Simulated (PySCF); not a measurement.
## Radial density of W (tungsten, neutral)

UHF, [Xe] 4f14 5d3 6s2 7s1, high-spin 5F determinant (an excited configuration). Calculation: PySCF 2.14, in aug-cc-pwCVTZ-PP with ECP60MDF; a scalar-relativistic core potential. This is the valence pseudo-density: the core potential removes the inner electrons and smooths the orbitals near the nucleus.

```json
{"r (bohr)": "0.241", "4πr²ρ (e/bohr)": "0.0002851", "4πr²(ρα − ρβ)": "0.0000"}
{"r (bohr)": "0.405", "4πr²ρ (e/bohr)": "0.05604", "4πr²(ρα − ρβ)": "0.0017"}
{"r (bohr)": "0.680", "4πr²ρ (e/bohr)": "3.690", "4πr²(ρα − ρβ)": "0.1370"}
{"r (bohr)": "1.14", "4πr²ρ (e/bohr)": "10.41", "4πr²(ρα − ρβ)": "1.5698"}
{"r (bohr)": "1.93", "4πr²ρ (e/bohr)": "3.600", "4πr²(ρα − ρβ)": "1.6533"}
{"r (bohr)": "3.24", "4πr²ρ (e/bohr)": "0.9910", "4πr²(ρα − ρβ)": "0.2563"}
{"r (bohr)": "5.45", "4πr²ρ (e/bohr)": "0.1541", "4πr²(ρα − ρβ)": "0.0611"}
{"r (bohr)": "9.16", "4πr²ρ (e/bohr)": "0.1480", "4πr²(ρα − ρβ)": "0.1474"}
{"r (bohr)": "15.4", "4πr²ρ (e/bohr)": "0.007769", "4πr²(ρα − ρβ)": "0.0078"}
```

Energies and moments cover only the electrons outside the core potential. Spin-orbit coupling, absent here, splits the open shell strongly. The outer electron is Rydberg-like, and this basis confines it to a smaller radius and binds it less than a complete one would.
